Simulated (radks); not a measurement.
Results of a calculation; reference values are marked as such.
Fractional charge and spin in the 1s shell of helium: the spin-up occupation runs from 0 to 1 and the spin-down occupation from 0 to 1; the fullest corner is He, 1s(up 1, down 1). Level of theory: non-relativistic Kohn-Sham, LDA (Slater exchange, Perdew-Wang correlation), spin-polarised, spherical densities, point nucleus (a radial shooting solver on a logarithmic mesh with Libxc functionals). Energy (eV) above the fullest corner. The planes named below are the two flat planes that join the four corners, with an edge along up + down = one added electron.

down \ up,0,0.5,1
0,77.129,47.987,24.291
0.5,47.987,26.487,10.008
1,24.291,10.008,0.000

Corners above the fullest one (they belong to He+ and the next ion): (up 1, down 0) 24.291 eV, (up 0, down 1) 24.291 eV, (up 0, down 0) 77.129 eV. With half an added electron in each spin the energy lies 2.196 eV from the planes (fractional-spin error, the static-correlation error of a stretched bond), and with half an added electron in spin up alone -2.723 eV (fractional-charge error). For a frontier s shell over closed shells the exact functional lies on the planes.
